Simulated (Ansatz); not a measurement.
Reaction (substitution at a C–O bond): `C#COC(C)F` + `C[SiH2]BS` → `C#CSB[SiH2]C` + `CC(O)F`

Calculated with Ansatz (gas phase, PBE0-D4/def2-TZVP geometries, no zero-point term in ΔE). CCSD(T)/CBS adds triple-zeta CCSD(T) − MP2 to the extrapolated MP2 energy (def2 sets, frozen cores). Functionals use def2-TZVPP. One conformer a species, not always the lowest.

(1) Is it downhill or uphill in electronic energy at CCSD(T)/CBS, and by how much? (Best estimate.)

(2) What do these levels give: PBE0-D4, ωB97X-V, ωB97M-V, B2PLYP, PBE, PBE0, SCS-MP2/def2-TZVPP, CCSD(T)/def2-TZVPP, HF/def2-QZVPP, MP2/def2-QZVPP, HF/CBS(def2), MP2/CBS(def2)? (An estimate is asked.)

Largest T1 diagnostic among the species: 0.014.

Results:

(1) Computed: Downhill: ΔE = -8.0 kcal/mol.

(2) The calculation gave: PBE0-D4 -9.2, ωB97X-V -4.7, ωB97M-V -6.4, B2PLYP -4.5, PBE -8.9, PBE0 -7.8, SCS-MP2/def2-TZVPP -8.8, CCSD(T)/def2-TZVPP -6.8, HF/def2-QZVPP 11.4, MP2/def2-QZVPP -14.8, HF/CBS(def2) 11.4, MP2/CBS(def2) -15.3 kcal/mol.

In def2-TZVPP, CCSD(T) changes the Hartree–Fock value by −18.4 kcal/mol (the triples alone add −3.5 kcal/mol) and MP2 by −25.7 kcal/mol. From PBE to PBE0 (25 % exact exchange), in def2-TZVPP and without D4, ΔE moves by +1.1 kcal/mol.
